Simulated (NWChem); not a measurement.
System: CH₇FSi₂; SMILES FC[SiH2][SiH3]

```xyz
11

F     -1.0710     1.7805    -0.2344
C      0.1383     1.6572     0.4203
Si     1.0016     0.0533    -0.1490
Si    -0.5205    -1.7210     0.0403
H     -0.0423     1.6354     1.5104
H      0.7566     2.5479     0.2086
H      2.2040    -0.1696     0.7146
H      1.4536     0.2004    -1.5664
H     -1.6723    -1.5091    -0.8856
H     -1.0326    -1.7882     1.4437
H      0.1372    -3.0209    -0.2935
```
Atoms are numbered in this order, from 1.

All runs: NWChem. Structure relaxed at the PBE0/def2-SVP level. Level: PBE0/def2-SVP with SMD (1 M gas to 1 M solution), gas-phase geometry. Reactions with the solvent are ignored.

### Question
Estimate the computed values for solvent toluene. Quantities: solvation free energy (kcal/mol); cavity-dispersion-structure term (kcal/mol); dipole in solution (D).

### Answer
* **solvation free energy (kcal/mol)**: -1.5
* **cavity-dispersion-structure term (kcal/mol)**: -0.1
* **dipole in solution (D)**: 1.75
